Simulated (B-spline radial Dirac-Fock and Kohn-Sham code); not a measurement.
# What relativity does to the binding energies of Rh

System: atomic rhodium in the configuration [Kr] 4d8 5s1.

Both columns are ΔSCF binding energies of the configuration average from a radial atomic solver: non-relativistic Hartree-Fock with a point nucleus, and Dirac-Fock with a finite nucleus and the Coulomb interaction alone, averaged over the two j levels with weights 2j+1.

```
shell  Hartree-Fock (eV)  Dirac-Fock (eV)  shift (eV)  shift (%)
   1s            22635.1          23296.1     +660.98      +2.92
   2s             3275.2           3433.6     +158.38      +4.84
   2p             3022.6           3066.4      +43.79      +1.45
   3s              608.6            640.2      +31.64      +5.20
   3p              507.6            516.8       +9.12      +1.80
   4p              58.49            59.73       +1.25      +2.13
   4d               9.62             9.09       -0.54      -5.59
   5s               5.71             6.09       +0.37      +6.53
```

Relativity binds 1s, 2s, 2p, 3s, 3p, 4p, 5s more strongly, among those listed most of all 5s in relative terms, and 4d more weakly, because the contracted s and p shells screen the nucleus better.

Values without a named source are computed, but for edge energies of neutral atoms, which are taken from tables.
